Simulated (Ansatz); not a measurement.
Cost and result up the ladder for the cluster GaAs2⁻ (3 atoms). Charge -1, multiplicity 1. Geometry: PBE-D4/def2-TZVPD.

```xyz
3

Ga    0.2850   -0.0140   -1.5202
As   -0.5964   -1.0444    0.6846
As    0.3114    1.0584    0.8355
```

Ansatz on 4 threads of Arm Neoverse V2 on a shared host. Times are rough, summed over both states, and most runs start from the orbitals of an earlier one. ωB97X-V/def2-TZVPD serves as the yardstick here, not as an exact answer. The other state is a triplet at its own geometry.

HSE06 is defined as in plane-wave codes, on full-range PBE exchange. Correlated methods freeze 27 core orbitals; core or outer-core shells of Ga, As are correlated, in sets that lack core-valence functions. At PBE0-D4/def2-TZVPD a singlet of charge -1 lies 0.46 eV below the triplet, each at its own geometry. The structure comes from a short search, and lower isomers may exist.

Run but left out: HF/STO-3G (singlet: restricted singlet, unstable in another Hartree–Fock run and untested here); HF/def2-TZVPD (singlet: restricted singlet, unstable towards broken spin symmetry).

Correlated methods converge slowly with the basis.

```tsv
level	functions	wall time
PBE-D4/def2-TZVPD	162	3.8 s
RPA@PBE/def2-TZVPD	162	5.7 s
HSE06-D4/def2-TZVPD	162	6.6 s
MP2/def2-TZVPD	162	6.6 s
PBE0-D4/def2-TZVPD (with forces)	162	7.5 s
BHLYP-D4/def2-TZVPD	162	8 s
r2SCAN-D4/def2-TZVPD	162	8.9 s
r2SCANh-D4/def2-TZVPD	162	11 s
r2SCAN0-D4/def2-TZVPD	162	13 s
ωB97X-V/def2-TZVPD	162	20 s
```

**Question.** Estimate what each level gives for the triplet − singlet (eV).

**Answer.** 
```json
{"level": "PBE-D4/def2-TZVPD", "triplet − singlet (eV)": "0.52", "difference from ωB97X-V/def2-TZVPD (eV)": "0.00", "remarks": "HOMO above zero (singlet), HOMO above zero (triplet)"}
{"level": "RPA@PBE/def2-TZVPD", "triplet − singlet (eV)": "0.60", "difference from ωB97X-V/def2-TZVPD (eV)": "0.08", "remarks": "–"}
{"level": "HSE06-D4/def2-TZVPD", "triplet − singlet (eV)": "0.46", "difference from ωB97X-V/def2-TZVPD (eV)": "-0.06", "remarks": "HOMO above zero (triplet)"}
{"level": "MP2/def2-TZVPD", "triplet − singlet (eV)": "0.75", "difference from ωB97X-V/def2-TZVPD (eV)": "0.23", "remarks": "restricted SCF unstable (singlet)"}
{"level": "PBE0-D4/def2-TZVPD (with forces)", "triplet − singlet (eV)": "0.46", "difference from ωB97X-V/def2-TZVPD (eV)": "-0.06", "remarks": "HOMO above zero (triplet)"}
{"level": "BHLYP-D4/def2-TZVPD", "triplet − singlet (eV)": "0.43", "difference from ωB97X-V/def2-TZVPD (eV)": "-0.09", "remarks": "–"}
{"level": "r2SCAN-D4/def2-TZVPD", "triplet − singlet (eV)": "0.42", "difference from ωB97X-V/def2-TZVPD (eV)": "-0.10", "remarks": "HOMO above zero (singlet), HOMO above zero (triplet)"}
{"level": "r2SCANh-D4/def2-TZVPD", "triplet − singlet (eV)": "0.40", "difference from ωB97X-V/def2-TZVPD (eV)": "-0.12", "remarks": "HOMO above zero (triplet)"}
{"level": "r2SCAN0-D4/def2-TZVPD", "triplet − singlet (eV)": "0.37", "difference from ωB97X-V/def2-TZVPD (eV)": "-0.15", "remarks": "–"}
{"level": "ωB97X-V/def2-TZVPD", "triplet − singlet (eV)": "0.52", "difference from ωB97X-V/def2-TZVPD (eV)": "0.00", "remarks": "–"}
```
